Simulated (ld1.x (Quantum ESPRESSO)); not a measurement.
**Pseudopotential generation for Te: TM, PBEsol, scalar-relativistic.**

ld1.x (Quantum ESPRESSO) 7.5 was run on this input:

```
&input
   title='Te', zed=52., rel=1, dft='PBESOL', iswitch=3,
   config='[Kr] 4d10 5s2 5p3',
   nld=3, rlderiv=2.40, eminld=-6.0, emaxld=5.0, deld=0.02
 /
 &inputp
   pseudotype=2, tm=.true., lloc=2,
   nlcc=.false.,
   file_pseudopw='Te.UPF', file_wfcaegen='ae.wfc', file_wfcncgen='nc.wfc', file_beta='beta', file_chi='chi'
 /
3
5S  1  0   2.00   0.00  1.65  1.65  0.0
5P  2  1   3.00   0.00  2.20  2.20  0.0
4D  3  2  10.00   0.00  1.30  1.30  0.0
 &test
   configts(1)='4d10 5s2 5p3'
 /
```

Command:

```bash
ld1.x < Te.in > Te.out
```

Resulting log (shortened: banner, matrices, multipoles, cross overlaps and the repeated all-electron block are left out):

```
Program LD1 v.7.5
     --------------------------- All-electron run ----------------------------

     Te
     scalar relativistic calculation

     atomic number is 52.00
     dft =PBESOL   lsd =0 sic =0 latt =0  beta=0.20 tr2=1.0E-14
     Exchange-correlation= PBESOL
                           (   1   4  10   8   0   0   0)
     mesh =1245 r(mesh) =  99.36066 a.u. xmin = -7.00 dx = 0.01250
     1 Ry =  13.60569312 eV, c = 137.03599908

     n l     nl                  e(Ry)          e(Ha)          e(eV)
     1 0     1S 1( 2.00)     -2324.2068     -1162.1034    -31622.4449
     2 0     2S 1( 2.00)      -357.0032      -178.5016     -4857.2765
     2 1     2P 1( 6.00)      -320.5973      -160.2987     -4361.9490
     3 0     3S 1( 2.00)       -71.5623       -35.7811      -973.6543
     3 1     3P 1( 6.00)       -59.7301       -29.8650      -812.6689
     4 0     4S 1( 2.00)       -12.7311        -6.3656      -173.2155
     4 1     4P 1( 6.00)        -9.0622        -4.5311      -123.2977
     3 2     3D 1(10.00)       -41.8284       -20.9142      -569.1038
     4 2     4D 1(10.00)        -3.7209        -1.8604       -50.6250
     5 0     5S 1( 2.00)        -1.7277        -0.8639       -23.5069
     5 1     5P 1( 3.00)        -1.0082        -0.5041       -13.7168

     final scf error:  9.7E-15 reached in  23 iterations

     Etot =  -13582.457072 Ry,   -6791.228536 Ha, -184798.742778 eV

     Ekin =   14230.331534 Ry,    7115.165767 Ha,  193613.523888 eV
     Encl =  -32829.813800 Ry,  -16414.906900 Ha, -446672.371845 eV
     Eh   =    5361.687286 Ry,    2680.843643 Ha,   72949.471838 eV
     Exc  =    -344.662092 Ry,    -172.331046 Ha,   -4689.366659 eV

     normalization and overlap integrals

     s(1S/1S) =  1.000000  <r> =   0.0278  <r2> =    0.0010  r(max) =   0.0178
     s(2S/2S) =  1.000000  <r> =   0.1199  <r2> =    0.0169  r(max) =   0.1014
     s(2P/2P) =  1.000000  <r> =   0.1048  <r2> =    0.0134  r(max) =   0.0810
     s(3S/3S) =  1.000000  <r> =   0.3223  <r2> =    0.1187  r(max) =   0.2934
     s(3P/3P) =  1.000000  <r> =   0.3204  <r2> =    0.1191  r(max) =   0.2861
     s(4S/4S) =  1.000000  <r> =   0.7646  <r2> =    0.6610  r(max) =   0.7038
     s(4P/4P) =  1.000000  <r> =   0.8211  <r2> =    0.7691  r(max) =   0.7399
     s(3D/3D) =  1.000000  <r> =   0.2969  <r2> =    0.1044  r(max) =   0.2372
     s(4D/4D) =  1.000000  <r> =   0.9711  <r2> =    1.1084  r(max) =   0.8076
     s(5S/5S) =  1.000000  <r> =   2.0292  <r2> =    4.6508  r(max) =   1.7749
     s(5P/5P) =  1.000000  <r> =   2.4744  <r2> =    6.9787  r(max) =   2.1144

     ------------------------ End of All-electron run ------------------------

     --------------------- Generating NC pseudopotential ---------------------

      Generating local pot.: lloc=2, matching radius rcloc =   1.3000

      Wfc   5S  rcut= 1.647  Using Troullier-Martins method

      Wfc   5P  rcut= 2.223  Using Troullier-Martins method

     ------------------- End of pseudopotential generation -------------------

     Computing logarithmic derivative in   2.41096
     Message from routine run_pseudo:
     Warning: convergence not achieved
     Computing logarithmic derivative in   2.41096
     Computing the partial wave expansion
     R is outside the sphere for l=    0 j= 0.00
     R is outside the sphere for l=    1 j= 0.00
       no projector for channel:   2

     ---------------------- Testing the pseudopotential ----------------------

     Te
     scalar relativistic calculation

     atomic number is 52.00   valence charge is 16.00
     dft =PBESOL   lsd =0 sic =0 latt =0  beta=0.20 tr2=1.0E-14
     mesh =1245 r(mesh) =  99.36066 xmin = -7.00 dx = 0.01250

     n l     nl             e AE (Ry)        e PS (Ry)    De AE-PS (Ry)
     3 2     4D   1(10.00)       -3.72087       -3.72089        0.00003
     1 0     5S   1( 2.00)       -1.72772       -1.72773        0.00001
     2 1     5P   1( 3.00)       -1.00816       -1.00817        0.00000

     eps = 1.4E-12  iter =201

     Etot =  -13582.457072 Ry,   -6791.228536 Ha, -184798.742778 eV
     Etotps =  -187.792569 Ry,     -93.896284 Ha,   -2555.048061 eV

     Ekin =     128.194240 Ry,      64.097120 Ha,    1744.171489 eV
     Encl =    -451.731122 Ry,    -225.865561 Ha,   -6146.115021 eV
     Ehrt =     149.981862 Ry,      74.990931 Ha,    2040.607190 eV
     Ecxc =     -19.082685 Ry,      -9.541343 Ha,    -259.633160 eV
     Epseu=       4.845137 Ry,       2.422568 Ha,      65.921441 eV

     ---------------------- End of pseudopotential test ----------------------
```

Note: ghost states, extra bound levels that the all-electron valence spectrum of the same l lacks: s at -222.8 eV, p at -87.4 eV. A true bound ghost makes a file unfit for plane-wave use.

Generation and configuration tests took about 3.9 s on one core of a shared server CPU.
